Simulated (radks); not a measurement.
Task: Ba I, configuration [Xe] 6s2. Method: scalar-relativistic Kohn-Sham, PBE, spin-polarised, spherical densities, point nucleus; hard spherical wall at 15 bohr; computed with a radial shooting solver on a logarithmic mesh with Libxc functionals. Some entries of the table are withheld. Estimate them.

orbital,occ.,eigenvalue (hartree),<1/r> (bohr^-1)
1s,2,-1369.292,60.70
2s,2,-216.4295,13.96
2p,6,-194.0681,13.27
3s,2,-45.68499,(1)
3p,6,-38.51717,4.784
3d,10,-28.11011,4.535
4s,2,(2),2.083
4p,6,-6.65122,1.919
4d,10,-3.29541,1.654
5s,2,-1.23721,0.8039
5p,6,-0.68825,0.6783
6s,2,-0.11848,0.2613
5d,0,-0.07391,0.3750
6p,0,-0.04473,0.1966
7s,0,0.01694,0.1437

Result: 
(1) 3s <1/r> (bohr^-1): 5.044
(2) 4s eigenvalue (hartree): -8.96288
